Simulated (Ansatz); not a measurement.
`[SiH3]C[CH2][InH2]` at its PBE0-D4/def2-TZVP geometry, where that method's forces vanish. Total charge 0; spin multiplicity 1. In: def2 effective core potential.

```csv
atom,x (Å),y (Å),z (Å)
Si1,-0.969,1.321,0.034
C2,0.846,0.880,0.020
C3,1.004,-0.505,-0.616
In4,-0.286,-1.942,0.405
H5,-1.342,2.506,0.851
H6,-1.515,1.474,-1.340
H7,-1.671,0.122,0.632
H8,1.193,0.872,1.060
H9,1.431,1.653,-0.494
H10,0.740,-0.479,-1.677
H11,2.040,-0.851,-0.556
H12,-1.370,-2.986,-0.443
H13,-0.101,-2.064,2.124
```

**Question.** For each bond, give half the difference of the two atoms' forces along it (eV/Å; positive pushes the atoms apart) under PBE-D4, r2SCAN-D4, B3LYP-D4, ωB97M-V in def2-TZVPP. (Estimate.)

**Answer.** Ansatz gave: 
```json
{"bond": "Si1–C2", "length (Å)": "1.868", "PBE-D4": "0.02", "r2SCAN-D4": "0.00", "B3LYP-D4": "0.13", "ωB97M-V": "0.04"}
{"bond": "Si1–H5", "length (Å)": "1.487", "PBE-D4": "0.05", "r2SCAN-D4": "-0.03", "B3LYP-D4": "-0.12", "ωB97M-V": "-0.12"}
{"bond": "Si1–H6", "length (Å)": "1.486", "PBE-D4": "0.07", "r2SCAN-D4": "-0.02", "B3LYP-D4": "-0.09", "ωB97M-V": "-0.11"}
{"bond": "Si1–H7", "length (Å)": "1.513", "PBE-D4": "0.08", "r2SCAN-D4": "-0.02", "B3LYP-D4": "-0.07", "ωB97M-V": "-0.08"}
{"bond": "C2–C3", "length (Å)": "1.533", "PBE-D4": "-0.02", "r2SCAN-D4": "0.13", "B3LYP-D4": "0.18", "ωB97M-V": "0.26"}
{"bond": "C2–H8", "length (Å)": "1.096", "PBE-D4": "0.11", "r2SCAN-D4": "-0.03", "B3LYP-D4": "-0.09", "ωB97M-V": "-0.08"}
{"bond": "C2–H9", "length (Å)": "1.097", "PBE-D4": "0.12", "r2SCAN-D4": "-0.01", "B3LYP-D4": "-0.08", "ωB97M-V": "-0.11"}
{"bond": "C3–In4", "length (Å)": "2.185", "PBE-D4": "0.07", "r2SCAN-D4": "0.05", "B3LYP-D4": "0.20", "ωB97M-V": "-0.04"}
{"bond": "C3–H10", "length (Å)": "1.093", "PBE-D4": "0.09", "r2SCAN-D4": "-0.04", "B3LYP-D4": "-0.12", "ωB97M-V": "-0.07"}
{"bond": "C3–H11", "length (Å)": "1.094", "PBE-D4": "0.10", "r2SCAN-D4": "-0.04", "B3LYP-D4": "-0.14", "ωB97M-V": "-0.09"}
{"bond": "In4–H12", "length (Å)": "1.727", "PBE-D4": "0.04", "r2SCAN-D4": "-0.03", "B3LYP-D4": "-0.03", "ωB97M-V": "-0.06"}
{"bond": "In4–H13", "length (Å)": "1.733", "PBE-D4": "0.05", "r2SCAN-D4": "-0.03", "B3LYP-D4": "-0.01", "ωB97M-V": "-0.06"}
```

B3LYP here is the variant with VWN-RPA as its local correlation; programs differ in this.
